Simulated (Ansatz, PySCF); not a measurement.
This Ansatz (a quantum-chemistry and plane-wave program) input computes a r2SCAN/def2-TZVPD energy:

Ansatz 0.2 input:
```yaml
crystal:
  periodic: [false, false, false]
  atoms:
    - {symbol: Si, position_ang: [-0.00574484, -0.01559598, -0.00312249]}
    - {symbol: O, position_ang: [-0.61353321, -1.31537049, -0.80850340]}
    - {symbol: O, position_ang: [1.61554427, -0.11041337, -0.32504356]}
    - {symbol: N, position_ang: [-0.48683578, 1.56009452, -0.46530744]}
    - {symbol: N, position_ang: [-0.55840905, -0.20668458, 1.59188191]}
    - {symbol: H, position_ang: [-0.03933416, -1.69289812, -1.47928320]}
    - {symbol: H, position_ang: [2.17121536, 0.58611770, 0.03179791]}
    - {symbol: H, position_ang: [-0.10665864, 1.98334110, -1.29698885]}
    - {symbol: H, position_ang: [-1.43479285, 1.86168836, -0.30339751]}
    - {symbol: H, position_ang: [-0.51161920, 0.52842512, 2.27562634]}
    - {symbol: H, position_ang: [-0.69775732, -1.11592896, 1.99831452]}
basis:
  gaussian:
    orbitals: def2-TZVPD
hamiltonian:
  xc: {name: r2SCAN}
output: {forces: true}
```

### Question
Write an input for the same energy in PySCF and say what it gives.

### Answer

```python
from pyscf import gto, scf, dft

mol = gto.M(
    atom='''
    Si   -0.00574484   -0.01559598   -0.00312249
    O    -0.61353321   -1.31537049   -0.80850340
    O     1.61554427   -0.11041337   -0.32504356
    N    -0.48683578    1.56009452   -0.46530744
    N    -0.55840905   -0.20668458    1.59188191
    H    -0.03933416   -1.69289812   -1.47928320
    H     2.17121536    0.58611770    0.03179791
    H    -0.10665864    1.98334110   -1.29698885
    H    -1.43479285    1.86168836   -0.30339751
    H    -0.51161920    0.52842512    2.27562634
    H    -0.69775732   -1.11592896    1.99831452
    ''',
    basis='def2-tzvpd',
    charge=0,
    spin=0,
    verbose=4,
)

mf = dft.RKS(mol, xc='r2scan').density_fit(auxbasis='def2-universal-jkfit')
mf.grids.level = 4
mf.conv_tol = 1e-9
mf.max_cycle = 100
mf.max_memory = 1500
mf.kernel()
if not mf.converged:
    mf = mf.newton()
    mf.kernel(mf.make_rdm1())
mf.analyze()
```
It gives -553.21409 Eh, and Ansatz -553.21395 Eh, a difference of 0.14 mEh, from the treatment of integrals and grids.
